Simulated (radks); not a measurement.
The numbers below are computed, except where a source is named.
Charge is removed step by step from the 6s down level of Dy, starting from [Xe] 4f10 6s(up 1, down 1). Level of theory: scalar-relativistic Kohn-Sham, r2SCAN, spin-polarised, spherical densities, finite nucleus; open shells are filled with parallel spins first (spin-orbit coupling, left out, can overturn this in heavy ions); meta-GGA in the generalised Kohn-Sham scheme; Fermi nuclear charge, rms radius 5.2218 fm (a radial shooting solver on a logarithmic mesh with Libxc functionals).

removed (e) = 0: E - E(0) (eV) 0.000; eigenvalue (eV) -3.755; E minus straight line (eV) 0.000
removed (e) = 0.1: E - E(0) (eV) 0.396; eigenvalue (eV) -4.164; E minus straight line (eV) -0.175
removed (e) = 0.2: E - E(0) (eV) 0.832; eigenvalue (eV) -4.571; E minus straight line (eV) -0.310
removed (e) = 0.3: E - E(0) (eV) 1.309; eigenvalue (eV) -4.976; E minus straight line (eV) -0.403
removed (e) = 0.4: E - E(0) (eV) 1.827; eigenvalue (eV) -5.375; E minus straight line (eV) -0.457
removed (e) = 0.5: E - E(0) (eV) 2.383; eigenvalue (eV) -5.763; E minus straight line (eV) -0.471
removed (e) = 0.6: E - E(0) (eV) 2.978; eigenvalue (eV) -6.136; E minus straight line (eV) -0.447
removed (e) = 0.7: E - E(0) (eV) 3.609; eigenvalue (eV) -6.487; E minus straight line (eV) -0.387
removed (e) = 0.8: E - E(0) (eV) 4.275; eigenvalue (eV) -6.830; E minus straight line (eV) -0.292
removed (e) = 0.9: E - E(0) (eV) 4.975; eigenvalue (eV) -7.174; E minus straight line (eV) -0.163
removed (e) = 1: E - E(0) (eV) 5.709; eigenvalue (eV) -7.504; E minus straight line (eV) 0.000

Removing the whole electron costs 5.709 eV by Delta-SCF, against 3.755 eV from minus the eigenvalue at the starting occupation. Slater's transition state (half an electron removed) gives 5.763 eV. Integrating minus the eigenvalue over the occupation (Janak's theorem) gives 5.711 eV. In this scalar-relativistic scheme the density is built from large components alone, so the theorem holds only approximately. The mean slope of the eigenvalue, de/dn, is 3.75 eV per electron. Ionisation energy of Dy in the NIST Atomic Spectra Database: 5.939 eV (measured).
